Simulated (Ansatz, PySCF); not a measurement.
This Ansatz (a quantum-chemistry and plane-wave program) input computes a CAM-B3LYP/def2-TZVPD energy:

Ansatz 0.2 input:
```yaml
crystal:
  periodic: [false, false, false]
  atoms:
    - {symbol: Si, position_ang: [0.03858894, 1.07081038, 0.72376411]}
    - {symbol: H, position_ang: [-0.40589420, 2.33326445, 0.05968674]}
    - {symbol: Si, position_ang: [-0.00464664, -0.97687689, -0.56564405]}
    - {symbol: H, position_ang: [0.89622569, -0.58553979, -1.66984495]}
    - {symbol: H, position_ang: [-1.44007183, -1.01126025, -0.91542632]}
    - {symbol: H, position_ang: [0.47454813, -2.05153326, 0.31190368]}
basis:
  gaussian:
    orbitals: def2-TZVPD
hamiltonian:
  xc: {name: CAM-B3LYP}
total_charge: 1
magnetization: {spin_polarized: true, initial_magnetization: 1}
output: {forces: true}
```

Task: Write an input for the same energy in PySCF and say what it gives.

Result: 
```python
from pyscf import gto, scf, dft

mol = gto.M(
    atom='''
    Si    0.03858894    1.07081038    0.72376411
    H    -0.40589420    2.33326445    0.05968674
    Si   -0.00464664   -0.97687689   -0.56564405
    H     0.89622569   -0.58553979   -1.66984495
    H    -1.44007183   -1.01126025   -0.91542632
    H     0.47454813   -2.05153326    0.31190368
    ''',
    basis='def2-tzvpd',
    charge=1,
    spin=1,
    verbose=4,
)

mf = dft.UKS(mol, xc='camb3lyp').density_fit(auxbasis='def2-universal-jkfit')
mf.grids.level = 3
mf.conv_tol = 1e-9
mf.max_cycle = 100
mf.max_memory = 1500
mf.kernel()
if not mf.converged:
    mf = mf.newton()
    mf.kernel(mf.make_rdm1())
for _ in range(2):
    mo, _, stable, _ = mf.stability(return_status=True)
    if stable:
        break
    mf.kernel(mf.make_rdm1(mo, mf.mo_occ))
mf.analyze()
```
It gives -581.02759 Eh, and Ansatz -581.02752 Eh, a difference of 0.07 mEh, from the treatment of integrals and grids.
